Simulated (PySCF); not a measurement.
# PBE on V (vanadium, neutral)

Configuration: [Ar] 3d3 4s1 4p1, one real determinant (an excited configuration). All numbers are calculated (PySCF 2.14, no relativity, point nucleus, in dyall-av2z (16s12p7d2f, 101 functions)).

```json
{
 "Total energy": "-943.585 hartree",
 "One-electron energy": "-1293.381 hartree",
 "Hartree (Coulomb) energy": "394.761 hartree",
 "Exchange-correlation energy": "-44.965 hartree",
 "Kinetic energy": "942.77828 hartree",
 "⟨S²⟩": "8.7503",
 "⟨L²⟩": "14.003",
 "Sum of ⟨r⟩": "22.15 bohr",
 "Sum of ⟨r²⟩": "51.60 bohr²",
 "Traceless quadrupole moment −½Σ⟨3z² − r²⟩ along its main axis": "-8.90 e·bohr²",
 "Density at the nucleus (Gaussians lack the cusp)": "8080 bohr⁻³",
 "Spin density at the nucleus": "2.93 bohr⁻³",
 "Langevin diamagnetic susceptibility": "-40.9 ×10⁻⁶ cm³/mol"
}
```

```csv
shell,electrons,mean orbital energy (eV),spread (eV),"rms radius, mean of both spins (bohr)"
1s α,1,-5326.3,0,0.0777
1s β,1,-5326.2,0,0.0777
2s α,1,-596.17,0,0.338
2s β,1,-595.16,0,0.338
2p α,3,-502.91,0.033,0.305
2p β,3,-502.13,0.066,0.305
3s α,1,-71.156,0,1.03
3s β,1,-68.310,0,1.03
3p α,3,-45.905,0.177,1.11
3p β,3,-43.074,0.237,1.11
3d α,3,-7.633,0.143,1.61
4s α,1,-5.882,0,3.47
4p α,1,-2.488,0,4.65
```

⟨L²⟩ = 14.00 against 20 for a pure G term, so this real determinant mixes terms.
